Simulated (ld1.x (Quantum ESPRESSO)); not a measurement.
**Reading a pseudo-wave (H)**

Columns: radius, all-electron u(r) and pseudo u(r) of the 1s shell (level -6.55 eV) of hydrogen in the configuration 1s1; PW91, scalar-relativistic, RRKJ scheme, ld1.x (Quantum ESPRESSO) 7.5.

| r (bohr) | all-electron | pseudo |
| --- | --- | --- |
| 0.055 | 0.1002 | 0.0840 |
| 0.110 | 0.1894 | 0.1661 |
| 0.165 | 0.2686 | 0.2447 |
| 0.220 | 0.3385 | 0.3182 |
| 0.275 | 0.3999 | 0.3854 |
| 0.330 | 0.4537 | 0.4456 |
| 0.385 | 0.5005 | 0.4982 |
| 0.440 | 0.5409 | 0.5434 |
| 0.495 | 0.5756 | 0.5812 |
| 0.550 | 0.6051 | 0.6123 |
| 0.605 | 0.6298 | 0.6374 |
| 0.660 | 0.6502 | 0.6572 |
| 0.715 | 0.6668 | 0.6725 |
| 0.770 | 0.6799 | 0.6841 |
| 0.825 | 0.6898 | 0.6926 |
| 0.880 | 0.6970 | 0.6986 |
| 0.935 | 0.7016 | 0.7023 |
| 0.990 | 0.7039 | 0.7042 |
| 1.045 | 0.7042 | 0.7043 |
| 1.100 | 0.7027 | 0.7027 |
| 1.155 | 0.6996 | 0.6996 |
| 1.210 | 0.6951 | 0.6951 |
| 1.265 | 0.6893 | 0.6893 |
| 1.320 | 0.6823 | 0.6823 |
| 1.375 | 0.6744 | 0.6744 |
| 1.430 | 0.6655 | 0.6655 |

How many radial nodes do the two functions have?

The all-electron 1s function has n − l − 1 = 0; the pseudo-wave has 0.

At about which radius was the pseudo-wave matched?

1.10 bohr. The columns agree to 0.0005 from 0.99 bohr on; several derivatives are matched, so the curves merge somewhat inside the radius.

Is the pseudo-wave norm-conserving?

Yes: the RRKJ scheme keeps the norm inside the radius equal to the all-electron one, which fixes the energy derivative of the logarithmic derivative at the level.
